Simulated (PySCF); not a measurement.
Au2H6S2Si3, SMILES [Au][S][SiH2][SiH2][SiH2][S][Au], multiplicity 1.

Coordinates come from a B3LYP-D3(BJ)/def2-SVP optimisation. The multiplicity is an assumed one; no other spin state was optimised. The def2 effective core potentials stand for the cores of Au; spin–orbit coupling is left out. Other conformers were not sampled.

Two levels are set side by side: PBE/def2-SVP (PySCF) and M06-2X/def2-SVP (PySCF). Same geometry, gas phase. Differences are taken from unrounded values.

| quantity | M06-2X |
|---|---|
| orbital gap (eV) | 5.23 |
| highest occupied level (eV) | -7.69 |
| lowest empty level (eV) | -2.46 |
| dipole moment (D) | 3.28 |
| mean polarisability (bohr³) | 191.4 |

**Question.** What does PBE give, and how far is it from M06-2X? (The exact figures need the calculation; the answer reports its results.)

**Answer.** 
```json
[
 {"quantity": "orbital gap (eV)", "PBE": "1.51", "PBE minus M06-2X": "-3.73"},
 {"quantity": "highest occupied level (eV)", "PBE": "-5.60", "PBE minus M06-2X": "2.10"},
 {"quantity": "lowest empty level (eV)", "PBE": "-4.09", "PBE minus M06-2X": "-1.63"},
 {"quantity": "dipole moment (D)", "PBE": "1.45", "PBE minus M06-2X": "-1.82"},
 {"quantity": "mean polarisability (bohr³)", "PBE": "205.6", "PBE minus M06-2X": "14.2"}
]
```

PBE's occupied levels lie high since its potential decays too fast outside the molecule; exact exchange lowers them and widens the gap. Loosely held outer electrons make PBE densities more polarisable. Differences between two approximate levels are no errors against the true value.

Rough cost on one machine, each run with all the roots and properties that it gave: M06-2X against PBE about 3 times.
